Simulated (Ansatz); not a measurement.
Basis-set extrapolation for `C[CH2][Al]([SH])[SH]` (PBE0-D4/def2-TZVP geometry, frozen core, Ansatz). Multiplicity 1, RHF reference.

|  | def2-TZVPP | def2-QZVPP |
| --- | --- | --- |
| HF | -1116.958278 | -1116.991244 |
| MP2 correlation | -0.784654 | -0.844714 |
| CCSD(T) correlation | -0.886553 | not run |

Energies in hartree. Use E(X) = E(∞) + A·exp(−7.88·√X) for Hartree–Fock and E(X) = E(∞) + B·X^(−2.97) for correlation, with X = 3 and 4, and add CCSD(T) minus MP2 of the smaller set to the MP2 limit.

Q: What is the CCSD(T) energy at the basis-set limit?

A: HF limit: -1116.991244 + (-0.032966) × 0.13774 = -1116.99578. MP2 limit: -0.844714 + (-0.060060) × 0.74074 = -0.88920. Higher-order term: -0.886553 − (-0.784654) = -0.10190. Total: -1117.98688 hartree, 3.87 eV below CCSD(T)/def2-TZVPP.
